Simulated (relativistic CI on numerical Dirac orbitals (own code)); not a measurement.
# Radial parameters of Se XVI

Method of calculation: Dirac-Coulomb-Breit CI, KLI orbitals optimised for each configuration, QED by a radiative potential, unscaled Slater integrals (own radial code, finite nucleus).

Slater integrals F^k, G^k are unscaled and averaged over j, outside the closed core [Ne]; ζ comes from projecting the Hamiltonian with its Breit term on Σ l·s of the shell.

- 3s2 3p6 3d: ζ(3d) = 4416 cm⁻¹; <r>(3d) = 0.4744, <r^2>(3d) = 0.2634 (bohr units).
- 3s2 3p5 3d2: ζ(3p) = 41203, F^2(3d,3d) = 211650, F^4(3d,3d) = 135870, F^2(3p,3d) = 193700, G^1(3p,3d) = 219230, G^3(3p,3d) = 142580, ζ(3d) = 4311 cm⁻¹; <r>(3p) = 0.5128, <r^2>(3p) = 0.3035, <r>(3d) = 0.4757, <r^2>(3d) = 0.265 (bohr units).
- 3s 3p6 3d2: F^2(3d,3d) = 211320, F^4(3d,3d) = 135640, G^2(3s,3d) = 167010, ζ(3d) = 4381 cm⁻¹; <r>(3s) = 0.5179, <r^2>(3s) = 0.3054, <r>(3d) = 0.4764, <r^2>(3d) = 0.2658 (bohr units).

(1) Give the Racah parameters of the d shell in 3s2 3p5 3d2.

Averages of the first 10 configurations, taken without configuration mixing, which lowers the lowest level and can move excited configurations by several eV; other configurations of the list can lie among them:

```json
{"Configuration": "3s2 3p6 3d", "Parity": "even", "States": "10", "Average energy above the lowest level (eV)": "1.2"}
{"Configuration": "3s2 3p5 3d2", "Parity": "odd", "States": "270", "Average energy above the lowest level (eV)": "96.0"}
{"Configuration": "3s 3p6 3d2", "Parity": "even", "States": "90", "Average energy above the lowest level (eV)": "168.3"}
{"Configuration": "3s2 3p6 4s", "Parity": "even", "States": "2", "Average energy above the lowest level (eV)": "203.2"}
{"Configuration": "3s2 3p6 4p", "Parity": "odd", "States": "6", "Average energy above the lowest level (eV)": "226.7"}
{"Configuration": "3s2 3p6 4d", "Parity": "even", "States": "10", "Average energy above the lowest level (eV)": "261.6"}
{"Configuration": "3s2 3p6 4f", "Parity": "odd", "States": "14", "Average energy above the lowest level (eV)": "290.7"}
{"Configuration": "3s2 3p5 3d 4s", "Parity": "odd", "States": "120", "Average energy above the lowest level (eV)": "294.9"}
{"Configuration": "3s2 3p5 3d 4p", "Parity": "even", "States": "360", "Average energy above the lowest level (eV)": "318.5"}
{"Configuration": "3s2 3p6 5s", "Parity": "even", "States": "2", "Average energy above the lowest level (eV)": "332.9"}
```

Answers

(1) B = F²/49 − 5F⁴/441 = 2779 cm⁻¹ and C = 35F⁴/441 = 10784 cm⁻¹.
